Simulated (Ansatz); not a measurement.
Consider the substitution at a C–B bond: `CBC[SiH2]O` + `N=C=CO` → `COC=C=N` + `BC[SiH2]O`.

Gas-phase electronic energies from Ansatz, PBE0-D4/def2-TZVP geometries. CBS: MP2 limit from def2 TZ/QZ plus the TZ coupled-cluster correction, frozen cores. DFT in def2-TZVPP. Each species was taken in one conformer, which may not be the lowest.

| level | ΔE (eV) |
| --- | --- |
| revPBE | 0.98 |
| r2SCAN | 1.01 |
| RPA@PBE/def2-TZVPP | 0.86 |
| HF/def2-QZVPP | 0.79 |

(1) What does CCSD(T)/CBS give? (Best estimate.)

Largest T1 diagnostic among the species: 0.014.

## Answers

(1) Ansatz gave: +0.98 eV. The listed levels differ from it by 0.00, 0.03, -0.12, -0.19 eV.

Leaving LDA and LC-ωPBE aside and taking each functional with its dispersion term where it has one, the values, not all of them listed here, spread over 0.11 eV, from BHLYP-D4 to B97M-V. LDA lies +0.05 eV from PBE without D4. At CCSD(T), def2-SVP lies −0.12 eV from the extrapolated value and def2-TZVPP −0.04 eV. In def2-TZVPP, CCSD(T) changes the Hartree–Fock value by +0.15 eV (the triples alone add +0.01 eV) and MP2 by +0.20 eV.
